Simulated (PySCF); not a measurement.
## Diatomic anions of F with the alkali metals

r²SCAN with double-zeta basis sets in PySCF, for the lowest determinant that a PBE0 search found; no spin–orbit coupling. De refers to high-spin ground-configuration atoms (the charge goes to the atom of lower measured ionisation energy or higher electron affinity, which is not always the lowest computed limit). A positive dipole points towards F; it is taken about the centre of mass and depends on that origin.

```json
{"M": "Li", "basis": "aug-cc-pVDZ", "charged atom": "F−", "state (unpaired electrons)": "doublet (σ ↑)", "Re (Å)": "1.646", "ωe (cm⁻¹)": "764", "De (eV)": "2.86", "μ (D)": "7.97"}
{"M": "Na", "basis": "def2-SVPD", "charged atom": "F−", "state (unpaired electrons)": "doublet (σ ↑)", "Re (Å)": "2.027", "ωe (cm⁻¹)": "424", "De (eV)": "2.02", "μ (D)": "2.44"}
{"M": "Rb", "basis": "def2-SVPD", "charged atom": "F−", "state (unpaired electrons)": "doublet (σ ↑)", "Re (Å)": "2.459", "ωe (cm⁻¹)": "291", "De (eV)": "1.88", "μ (D)": "1.75"}
{"M": "Cs", "basis": "def2-SVPD", "charged atom": "F−", "state (unpaired electrons)": "doublet (σ ↑)", "Re (Å)": "2.556", "ωe (cm⁻¹)": "272", "De (eV)": "1.95", "μ (D)": "1.96"}
```

Q: The row for M = K is missing. Estimate Re, ωe and De as the mean of the rows for Na and Rb, and compare with the calculation.

A: The means are 2.243 Å, 358 cm⁻¹ and 1.95 eV. r²SCAN in def2-SVPD gives KF⁻ as a doublet (σ ↑) with Re = 2.315 Å, ωe = 344 cm⁻¹, De = 2.04 eV, so the estimate is off by -7.2 pm, +4 % and -0.09 eV.

The rows differ in basis set, which adds steps of its own.

Spin–orbit coupling is left out. For an ion De counts to the pair picked by the measured ionisation energies or electron affinities, which need not be the lowest pair at this level. Counting both spins, an empty level lies below a filled one in some of these solutions, because spin and occupation are held. The highest Kohn–Sham level is positive in some of these anions. Much of that is self-interaction error, but it also means that the finite basis helps to hold the extra electron. States were picked by a PBE0 search and need not be the measured ground states.
